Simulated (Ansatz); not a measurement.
Relaxation of C2H4BF (8 atoms, charge 0, multiplicity 1), to a largest force component of 0.015 eV/Å in at most 40 steps.

Method: RKS B3LYP/def2-SVP in Ansatz.

```xyz
8
Properties=species:S:1:pos:R:3:forces:R:3
B -0.323 1.136 -0.402 -1.25 1.22 -1.26
C -0.156 -0.372 -0.333 -0.14 1.12 -0.67
C 0.458 -0.922 0.684 2.04 -0.74 2.75
F -0.555 -1.146 -1.335 -0.53 -0.44 -0.73
H -0.942 1.639 -1.354 0.45 -0.34 0.45
H 0.031 1.908 0.438 0.29 -0.19 0.30
H 0.657 -1.997 0.739 -0.12 -0.10 -0.02
H 0.921 -0.303 1.506 -0.74 -0.53 -0.84
```

Task: Where does it end, and by what steps?

Result: The forces met the threshold. After 4 steps the energy has fallen by 0.178 eV; B1 moved furthest, 0.07 Å.

| step | energy less start (eV) | largest force component (eV/Å) | accepted |
| --- | --- | --- | --- |
| 0 | 0.0000 | 2.748 | yes |
| 1 | -0.0824 | 1.196 | yes |
| 2 | -0.1768 | 0.168 | yes |
| 3 | -0.1774 | 0.117 | yes |
| 4 | -0.1780 | 0.015 | yes |

```xyz
8
Properties=species:S:1:pos:R:3
B -0.366 1.176 -0.437
C -0.124 -0.344 -0.326
C 0.514 -0.936 0.703
F -0.584 -1.132 -1.325
H -0.948 1.639 -1.382
H 0.042 1.885 0.446
H 0.660 -2.020 0.744
H 0.897 -0.325 1.521
```

Time of the run: 14 s on 1 thread of Arm Neoverse V1 (shared host), peak memory 0.14 GiB.
